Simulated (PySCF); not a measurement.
**Calculated NMR parameters of 1,2,3-trifluorobenzene (F-1,3)**

```
Formula                               : C6H3F3
SMILES                                : Fc1cccc(F)c1F
Point group of the computed structure : C2v
Degrees of unsaturation               : 4
Carbon signals                        : 4
Proton signals                        : 2
```

Numbering as in the mapped SMILES `[F:1][c:2]1[cH:3][cH:4][cH:5][c:6]([F:7])[c:8]1[F:9]` (H(Xn): hydrogen on atom n).

PySCF 2.14 calculation with structure optimised with GFN2-xTB and shieldings: GIAO PBE0/pcSseg-1; isolated molecule, single conformer, no relativistic terms, averaged over atoms made equivalent by symmetry, fast rotation or ring inversion.

Scale: TMS for $^{1}$H (σ = 31.72 ppm), $^{13}$C (σ = 186.93 ppm); CFCl3 for $^{19}$F (σ = 170.95 ppm) (reference shieldings calculated alike).

| carbon | δC, type | δH (multiplicity) | HMBC from (2–3 bonds) | span of the C tensor (ppm) |
| --- | --- | --- | --- | --- |
| C2/C6 | 162.4, C | – | H(C4), H(C3)/H(C5) | 128 |
| C3/C5 | 119.0, CH | 7.26 (m) | H(C4), H(C3)/H(C5) | 182 |
| C4 | 128.5, CH | 7.32 (m) | H(C3)/H(C5) | 230 |
| C8 | 150.3, C | – | H(C3)/H(C5) | 97 |

Other nuclei:
| atoms | nucleus | environment | δ (ppm) | σ (ppm) |
| --- | --- | --- | --- | --- |
| F1/F7 | $^{19}$F | aryl fluorine | -139.4 | 310.4 |
| F9 | $^{19}$F | aryl fluorine | -172.5 | 343.4 |

Carbon types of the structure: 3 × C, 3 × CH, which accounts for all hydrogens. δC 162.4, 150.3: aromatic carbon bearing fluorine; σ withdrawal by the attached heteroatom moves it downfield of the ring CH carbons. δC 128.5, 119.0: aromatic CH. δH 7.32, 7.26: hydrogen on an aromatic CH; ring-current deshielding.

Splittings by $^{19}$F in the carbon and heteronuclear signals aren't shown, as no couplings were computed. Shifts are as computed. Against solution values, carbons near 30 ppm lie about +3 ppm off and those near 130 ppm about +5 ppm. Of 1211 compounds with measured shifts, 218 miss one by over three times the rms of a fit or turn the order of signals round; such compounds aren't used in these exercises. Unscaled 19F shifts against computed CFCl3 carry errors that often reach 10 to 50 ppm. No couplings were computed; multiplicities are counted from neighbouring protons, with m where these are inequivalent, close in shift, in a saturated or five-membered ring or joined by F or P, and br s for small geminal =CH2 splittings.
